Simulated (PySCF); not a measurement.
GeH₆OSiTe, SMILES [SiH3]O[Te][GeH3].

The structure is a stationary point at B3LYP-D3(BJ)/def2-SVP. The def2 effective core potentials stand for the cores of Te; spin–orbit coupling is left out. Other conformers were not sampled.

All values below come from TDA-M06-2X/def2-SVPD run with PySCF 2.14.0.

Vertical excitations. The molecule is in vacuum.

List the lowest excited states. (An estimate is asked for; the answer gives what the named calculation found.)


```json
[
 {"state": "S1", "energy (eV)": "2.74", "λ (nm)": "453", "f": "0.001", "main pairs": "HOMO→LUMO 97 %"},
 {"state": "S2", "energy (eV)": "4.36", "λ (nm)": "284", "f": "0.006", "main pairs": "HOMO−1→LUMO 93 %"},
 {"state": "S3", "energy (eV)": "4.50", "λ (nm)": "275", "f": "0.007", "main pairs": "HOMO→LUMO+1 92 %"},
 {"state": "S4", "energy (eV)": "5.73", "λ (nm)": "216", "f": "0.055", "main pairs": "HOMO→LUMO+2 95 %"},
 {"state": "S5", "energy (eV)": "5.98", "λ (nm)": "207", "f": "0.018", "main pairs": "HOMO−3→LUMO 43 %, HOMO−2→LUMO 35 %, HOMO−7→LUMO 8 %"},
 {"state": "S6", "energy (eV)": "6.27", "λ (nm)": "198", "f": "0.088", "main pairs": "HOMO−3→LUMO 29 %, HOMO−1→LUMO+1 22 %, HOMO−2→LUMO 19 %, HOMO→LUMO+8 11 %"},
 {"state": "S7", "energy (eV)": "6.29", "λ (nm)": "197", "f": "0.097", "main pairs": "HOMO−2→LUMO 27 %, HOMO−1→LUMO+1 25 %, HOMO−3→LUMO 9 %, HOMO→LUMO+6 8 %"},
 {"state": "S8", "energy (eV)": "6.41", "λ (nm)": "193", "f": "0.002", "main pairs": "HOMO→LUMO+3 41 %, HOMO→LUMO+4 28 %, HOMO→LUMO+5 13 %"},
 {"state": "S9", "energy (eV)": "6.58", "λ (nm)": "188", "f": "0.010", "main pairs": "HOMO→LUMO+4 44 %, HOMO→LUMO+6 23 %, HOMO→LUMO+5 21 %"},
 {"state": "S10", "energy (eV)": "6.62", "λ (nm)": "187", "f": "0.025", "main pairs": "HOMO→LUMO+3 39 %, HOMO→LUMO+7 23 %, HOMO→LUMO+8 12 %, HOMO→LUMO+4 12 %"},
 {"state": "T1", "energy (eV)": "2.02", "λ (nm)": "615", "f": "0", "main pairs": "HOMO→LUMO 94 %"},
 {"state": "T2", "energy (eV)": "3.70", "λ (nm)": "335", "f": "0", "main pairs": "HOMO−1→LUMO 92 %"},
 {"state": "T3", "energy (eV)": "4.01", "λ (nm)": "309", "f": "0", "main pairs": "HOMO→LUMO+1 88 %"},
 {"state": "T4", "energy (eV)": "5.13", "λ (nm)": "242", "f": "0", "main pairs": "HOMO−1→LUMO+1 60 %, HOMO−3→LUMO 12 %"}
]
```
Triplets are in the Tamm–Dancoff approximation.
